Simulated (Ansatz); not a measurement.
C3H7NOSi (`N=CC(O)=C[SiH3]`). Total charge 0; spin multiplicity 1.

```csv
atom,x (Å),y (Å),z (Å)
N1,-2.572,-1.427,0.441
C2,-1.451,-1.277,-0.130
C3,-0.469,-0.197,0.062
O4,-0.818,0.856,0.834
C5,0.756,-0.264,-0.474
Si6,2.046,1.058,-0.261
H7,-2.763,-0.703,1.137
H8,-1.148,-2.029,-0.860
H9,-1.775,0.890,0.933
H10,0.974,-1.157,-1.050
H11,2.471,1.172,1.159
H12,3.228,0.701,-1.087
H13,1.523,2.377,-0.704
```

List the harmonic frequencies (cm⁻¹, unscaled) at PBE0-D4/def2-TZVP in Ansatz. (Best estimate.)

Ansatz gave: 70, 85, 129, 186, 283, 334, 409, 527, 575, 669, 708, 786, 805, 878, 916, 924, 942, 947, 1107, 1138, 1202, 1253, 1394, 1402, 1689, 1718, 2224, 2228, 2233, 3125, 3193, 3428, 3816.

Is this a minimum?

Yes, all 33 modes are real.

Give the ideal-gas thermochemistry at 298.15 K and 1 bar (rigid rotor, harmonic oscillator; point group C1, symmetry number 1).

Zero-point energy 247.2 kJ/mol; H(298) − E = 270.4 kJ/mol; entropy 364.4 J/(mol·K), of which translation 166.4, rotation 114.9, vibration 83.1; G(298) − E = 161.7 kJ/mol. Modes under 100 cm⁻¹ are hindered rotations or soft bends, so the harmonic entropy is rough.
